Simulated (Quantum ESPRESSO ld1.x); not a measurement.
All-electron atom: Yb in [Xe] 4f14 6s2. Calculated with ld1.x of Quantum ESPRESSO 7.5: Dirac Kohn-Sham, relativistic LDA (MacDonald-Vosko exchange, VWN5 correlation), spin-unpolarised, spherical densities, point nucleus.

Spin-orbit splittings of the eigenvalues, e(l+1/2) - e(l-1/2), with zeta = 2 splitting/(2l+1) and mean radii in bohr:

shell  occ.  splitting (eV)  zeta (eV)  <r> j=l-1/2  <r> j=l+1/2
2p        6            1034      689.6      0.06894      0.07641
3p        6           219.7      146.5       0.2066       0.2206
3d       10           48.28      19.31       0.1938       0.1981
4p        6           49.97      33.32       0.4966       0.5292
4d       10           9.141      3.656       0.5541       0.5656
4f       14           1.321     0.3773       0.7764       0.8020
5p        6           6.081      4.054        1.372        1.493
